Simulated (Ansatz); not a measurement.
Geometry optimisation, Ansatz, UKS PBE/def2-SVP.

Input file:

```yaml
crystal:
  periodic: [false, false, false]
  atoms:
    - { symbol: Ga, position_ang: [-0.066631, -0.936942, -0.479012] }
    - { symbol: Cl, position_ang: [0.052829, -0.76827, 2.952101] }
    - { symbol: O, position_ang: [1.446698, 0.084536, -0.523047] }
    - { symbol: H, position_ang: [2.262619, -0.449942, -0.575644] }
    - { symbol: O, position_ang: [-1.535794, 0.14474, -0.366625] }
    - { symbol: H, position_ang: [-2.374878, -0.355419, -0.367542] }
    - { symbol: H, position_ang: [0.005356, 0.482697, 2.483368] }
magnetization:
  spin_polarized: true
  initial_magnetization: 1
basis:
  gaussian: { orbitals: def2-SVP }
hamiltonian:
  xc: pbe
relax:
  f_tol: 0.03
  max_steps: 50
```

Run as:

```bash
$ ansatz run input.yaml --threads 4 --pin off --max-ram 5120MiB --backend cpu --events-out ev --progress --plain --runs-dir out
```

Where does it end, and by what steps?

The forces met the threshold. After 19 steps the energy has fallen by 1.135 eV; H7 moved furthest, 1.77 Å. Parted: Cl2–H7 (1.34 → 2.36 Å). Joined: Ga1–Cl2 (3.44 → 2.28 Å), O5–H7 (3.26 → 0.99 Å).

| step | energy less start (eV) | largest force component (eV/Å) | accepted |
| --- | --- | --- | --- |
| 0 | 0.0000 | 0.955 | yes |
| 1 | -0.0318 | 0.462 | yes |
| 2 | -0.0334 | 0.498 | yes |
| 3 | -0.0446 | 0.241 | yes |
| 4 | -0.0630 | 0.105 | yes |
| 5 | -0.0932 | 0.484 | yes |
| 6 | -0.1419 | 0.566 | yes |
| 7 | -0.2120 | 0.744 | yes |
| 8 | -0.2930 | 0.734 | yes |
| 9 | -0.3279 | 0.382 | yes |
| 10 | -0.3732 | 0.622 | yes |
| 11 | -0.6341 | 1.021 | yes |
| 12 | -0.9982 | 0.498 | yes |
| 13 | -1.0944 | 1.281 | yes |
| 14 | -1.0940 | 1.277 | no |
| 15 | -1.1293 | 0.186 | yes |
| 16 | -1.1246 | 0.174 | no |
| 17 | -1.1342 | 0.092 | yes |
| 18 | -1.1344 | 0.066 | yes |
| 19 | -1.1347 | 0.010 | yes |

```xyz
7
Properties=species:S:1:pos:R:3
Ga 0.385 -1.077 0.304
Cl 0.274 -0.826 2.566
O 1.557 0.031 -0.565
H 2.340 -0.464 -0.874
O -1.318 0.312 0.299
H -2.154 -0.158 0.108
H -1.293 0.384 1.287
```

Whether the end is a true minimum wasn't checked by a vibrational analysis.

The run took 28 s on 4 threads of Arm Neoverse V2 (shared host), peak memory 0.17 GiB.
